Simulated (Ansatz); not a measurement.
Reaction (formal hydrolysis of a Zr–N bond): `[NH2][Zr]([NH2])([Cl])[Cl]` + H₂O → `[NH2][Zr]([OH])([Cl])[Cl]` + NH₃

Gas-phase electronic energies from Ansatz, PBE0-D4/def2-TZVP geometries. CCSD(T)/CBS adds triple-zeta CCSD(T) − MP2 to the extrapolated MP2 energy (def2 sets, frozen cores). This one scheme is used for every species. Functionals use def2-TZVPP. HSE06 is defined as in plane-wave codes. def2 core potentials past Kr. For Zr outer-core shells are correlated without core-valence functions, which leaves a few kJ/mol of doubt a bond. One conformer a species, not always the lowest.

Task: Is it downhill or uphill in electronic energy at CCSD(T)/CBS, and by how much? (Best estimate.)

Result: Computed: Downhill: ΔE = -0.70 eV.

Task: What do these levels give: LDA (SPW92), revPBE-D4, HSE06-D4, ωB97X-V, PBE-QIDH, r2SCAN, r2SCAN0, BHLYP, CCSD(T)/def2-SVP, CCSD(T)/def2-TZVPP, SCS-MP2/def2-QZVPP, CCSD/CBS(def2)? (Best estimate.)

Result: The calculation gave: LDA (SPW92) -0.72, revPBE-D4 -0.68, HSE06-D4 -0.70, ωB97X-V -0.77, PBE-QIDH -0.73, r2SCAN -0.75, r2SCAN0 -0.74, BHLYP -0.78, CCSD(T)/def2-SVP -0.83, CCSD(T)/def2-TZVPP -0.72, SCS-MP2/def2-QZVPP -0.73, CCSD/CBS(def2) -0.71 eV.

Task: What do rigid-rotor, harmonic-oscillator terms from PBE0-D4/def2-TZVP frequencies (298.15 K, 1 bar) make of the CCSD(T)/CBS value? (Estimate.)

Result: Computed: ΔZPE = +0.03 eV, ΔH = -0.68 eV, ΔS = 1 J/(mol·K), ΔG = -0.68 eV.

Largest T1 diagnostic among the species: 0.016.

At CCSD(T), def2-SVP lies −0.13 eV from the extrapolated value and def2-TZVPP −0.01 eV. In def2-TZVPP, CCSD(T) changes the Hartree–Fock value by +0.09 eV (the triples alone add +0.01 eV) and MP2 by +0.09 eV.
